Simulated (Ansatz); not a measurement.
```yaml
crystal:
  periodic: [false, false, false]
  atoms:
    - {symbol: Bi, position_ang: [-0.297719, -0.512602, 1.147681]}
    - {symbol: C, position_ang: [1.452961, -0.488319, 0.016174]}
    - {symbol: H, position_ang: [1.200981, -0.554895, -0.960089]}
    - {symbol: H, position_ang: [2.034884, -1.272857, 0.276028]}
    - {symbol: H, position_ang: [1.944422, 0.379563, 0.191125]}
    - {symbol: C, position_ang: [-1.155246, 1.006543, 0.006356]}
    - {symbol: H, position_ang: [-2.135102, 1.090071, 0.238754]}
    - {symbol: H, position_ang: [-1.052208, 0.769108, -0.970144]}
    - {symbol: H, position_ang: [-0.677962, 1.876888, 0.205661]}
    - {symbol: Br, position_ang: [-1.315012, -2.293482, -0.151537]}
basis:
  gaussian: {orbitals: def2-mTZVPP}
magnetization: {spin_polarized: true, initial_magnetization: 0}
hamiltonian: {xc: {name: wB97X}}
scf: {omitted_lower_state_checks: [starts]}
```

```sh
$ ansatz run in.yaml --threads 4 --pin off --events-out ev --progress --plain --max-ram 3916MiB
```

Output, abridged:

```
Functional definition: wB97X
1370 factors; integrals over basis functions are off by at most 1.4e-3 eV
322 factors; integrals over basis functions are off by at most 4.7e-6 eV
mean field evaluation 1: about -78055.0177 eV, gradient 3.5e1 eV
mean field evaluation 2: about -78057.0058 eV, gradient 2.7e1 eV
mean field evaluation 4: about -78060.2474 eV, gradient 5.6e-1 eV
mean field evaluation 8: about -78060.3764 eV, gradient 9.8e-2 eV
mean field evaluation 16: about -78060.3765 eV, gradient 1.2e-4 eV
mean field -78060.37648581 eV, -2868.6659246298 hartree, gradient 1.2e-5 eV, S^2 0.000000; 0 other end points of the search recorded, 0 dependent functions left out
reference -78060.37645446 eV, -2868.6659234778 hartree; 38, 38 occupied and 102, 102 virtual orbitals, 1370 factors
Total energy: -78060.37645446 eV, -2868.6659234778 hartree
Checks for a lower state left out: starts
```

Run time 8.5 s (4 threads of Arm Neoverse V2 on a shared host), peak host memory 0.8 GiB.

In the def2 sets Bi takes a core potential; there is no spin–orbit coupling.
